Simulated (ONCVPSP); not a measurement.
## Cutoff test, lead (Pb), ONCV

ONCVPSP 4.0.1 input, shortened (lines: element, Z, core and valence counts, functional; n l f; lmax; l rc ep ncon nbas qcut; lloc lpopt rc5 dvloc0; l nproj debl; icmod fcfact rcfact), LDA (Perdew-Zunger), scalar-relativistic:

```
  Pb 82.00   12    3        3      upf
    1    0    2.00
    2    0    2.00
    2    1    6.00
    3    0    2.00
    3    1    6.00
    3    2   10.00
    4    0    2.00
    4    1    6.00
    4    2   10.00
    4    3   14.00
    5    0    2.00
    5    1    6.00
    5    2   10.00
    6    0    1.75
    6    1    2.25
    3
    0    1.70    0.00    4    8    3.10
    1    2.00    0.00    4    8    3.50
    2    1.26    0.00    3    8   10.20
    3    2.05    0.26    4    7    6.00
    4    5    1.26    1.00
    0    2    2.80
    1    2    3.40
    2    2    2.50
    3    2    1.00
    0    0.00    0.00
```

Task: For each optimised wave give the share of its norm inside rc, the residual kinetic energy above qcut (Ha) and the cutoffs (Ha) for errors of 10, 1, 0.1 and 0.01 mHa per electron.

Result:

```
         wave  norm inside rc  residual KE  10 mHa  1 mHa  0.1 mHa  0.01 mHa
           6s           0.220      5.9e-03     4.3   18.1     57.4      79.7
s projector 2           0.096      1.0e-01    25.9   76.1     87.8     118.8
           6p           0.129      6.3e-04     1.5    5.3     45.1      54.4
p projector 2           0.126      9.2e-02    41.6   66.6     84.8     119.0
           5d           0.527      2.8e-06    19.6   24.2     37.2      47.1
d projector 2           0.058      1.0e-06    17.5   22.8     27.5      44.0
f projector 1           0.011      5.3e-06     2.6    8.2     13.1      17.0
f projector 2           0.297      1.0e-03    13.9   18.1     29.3      49.6
```

The occupied waves need 24 Ha and 57 Ha for 1 and 0.1 mHa. The cutoffs count occupied waves only; projector 2 of the p channel, the hardest unoccupied one, needs 67 Ha at the loose tolerance. Note: ghosts flagged at negative energy: s at -62.0 eV; GHOST(+) flagged for p at 29.5 eV, f at 502.7 eV. A true bound ghost makes a file unfit for plane-wave use. 1 of 4 tests not solved or not reliable.
